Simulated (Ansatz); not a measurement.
C₃H₆AlCl, SMILES `C=C[CH2][AlH][Cl]`, relaxed with RKS PBE-D4/def2-SVP in Ansatz from a rough embedded geometry. The force threshold is 0.03 eV/Å; the program also tests the step.

The species carries charge 0 and has multiplicity 1.

Start:

```xyz
11

C     0.976   -1.417    0.166
C     0.742   -0.311    0.761
C    -0.580    0.364    0.660
Al   -0.900    1.323   -1.016
Cl   -0.790    0.189   -2.955
H     1.951   -1.935    0.181
H     0.201   -1.922   -0.483
H     1.479    0.127    1.387
H    -0.662    1.088    1.518
H    -1.409   -0.390    0.853
H    -1.008    2.884   -1.072
```

```tsv
step	energy (eV)	largest force (eV/Å)	largest move (Å)
1	-22307.5966	4.281	0.000
2	-22307.9907	1.012	0.136
3	-22308.0156	0.644	0.151
4	-22308.0427	0.236	0.065
5	-22308.0498	0.112	0.040
6	-22308.0595	0.151	0.139
7	-22308.0657	0.272	0.196
8	-22308.0761	0.281	0.168
9	-22308.0904	0.289	0.105
10	-22308.1139	0.140	0.200
11	-22308.1310	0.108	0.196
12	-22308.1474	0.126	0.198
13	-22308.1598	0.211	0.195
14	-22308.1689	0.336	0.196
15	-22308.1821	0.453	0.133
16	-22308.1923	0.177	0.035
17	-22308.1973	0.148	0.049
18	-22308.1983	0.105	0.033
19	-22308.1988	0.038	0.021
20	-22308.1990	0.021	0.007
```

End:

```xyz
11

C     0.988   -1.035   -0.127
C     0.484   -0.191    0.838
C    -0.912    0.261    0.930
Al   -0.394    0.903   -0.910
Cl   -1.441   -0.069   -2.500
H     2.072   -1.186   -0.231
H     0.332   -1.674   -0.742
H     1.225    0.385    1.425
H    -1.148    0.931    1.771
H    -1.685   -0.513    0.759
H     0.480    2.187   -1.213
```

It took 21 s on 4 threads of an AMD EPYC 7B13 on a shared host, with 0.18 GiB of host memory at the peak.
